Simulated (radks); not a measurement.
Results of a calculation; reference values are marked as such.
Question: Ionisation of V3+, [Ar] 3d2, to V4+, [Ar] 3d1, under several functionals. Dirac Kohn-Sham, spin-unpolarised, spherical densities, finite nucleus; open shells are shared between the two j in proportion to 2j + 1; a radial shooting solver on a logarithmic mesh with Libxc functionals. The NIST Atomic Spectra Database gives 46.709 eV (measured). Rank these functionals by the error of their Delta-SCF ionisation energy: XLYP; LDA (Slater exchange, VWN5 correlation); HCTH/407; OLYP; B86b exchange with PBE correlation; RPBE; PBEsol.

Answer: From best to worst: HCTH/407 46.459 eV (-0.250); LDA (Slater exchange, VWN5 correlation) 46.146 eV (-0.563); OLYP 46.032 eV (-0.677); XLYP 45.904 eV (-0.805); B86b exchange with PBE correlation 45.903 eV (-0.806); PBEsol 45.830 eV (-0.879); RPBE 45.803 eV (-0.906). Spin polarisation and multiplet splitting are left out, so open shells lie too high by an amount that depends on their filling.

Beside tabulated values, note that spin-unpolarised runs miss the spin-polarisation part of the exchange energy of open shells.
